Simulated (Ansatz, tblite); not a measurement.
Forces on GeEtH3 (C2H8Ge) at its B3LYP-D4/def2-SVP geometry. Total charge 0; singlet.

The xTB rows come from tblite. Another isomer (singlet) lies 0.39 eV lower at PBE0-D4/def2-TZVP; other spin states weren't run for this one.

GFN1-xTB (tblite), largest force 0.81 eV/Å:

```xyz
11
positions Å, forces eV/Å
C    -0.190   -0.551    0.458    0.279   -0.008   -0.083
C    -1.397    0.357    0.203   -0.346    0.116    0.022
Ge    1.444    0.023   -0.491    0.255    0.204   -0.228
H     0.048   -0.593    1.534   -0.169   -0.023   -0.099
H    -0.406   -1.587    0.147   -0.098    0.130    0.114
H    -2.292    0.003    0.742    0.350    0.045   -0.144
H    -1.203    1.391    0.532    0.027   -0.273   -0.085
H    -1.656    0.398   -0.869    0.139   -0.038    0.253
H     1.795    1.478   -0.104   -0.079   -0.741   -0.282
H     1.217   -0.031   -2.019    0.230    0.081    0.758
H     2.640   -0.888   -0.134   -0.588    0.507   -0.227
```

GFN2-xTB (tblite), largest force 0.62 eV/Å:

```
C -0.077 -0.135 0.123
C -0.252 0.112 -0.002
Ge 0.271 0.227 -0.251
H -0.207 0.046 -0.292
H -0.073 0.336 0.115
H 0.383 0.065 -0.169
H 0.043 -0.434 -0.105
H 0.206 -0.086 0.392
H -0.052 -0.580 -0.218
H 0.188 0.060 0.589
H -0.430 0.389 -0.182
```

PBE-D4/def2-TZVP (Ansatz), largest force 0.12 eV/Å:

```
C -0.070 -0.068 0.073
C -0.010 0.042 -0.029
Ge -0.071 -0.010 0.030
H -0.008 0.012 -0.067
H 0.018 0.066 0.011
H 0.060 0.009 -0.026
H -0.006 -0.067 -0.022
H 0.023 -0.008 0.066
H 0.020 0.068 0.019
H -0.010 0.000 -0.072
H 0.054 -0.044 0.015
```
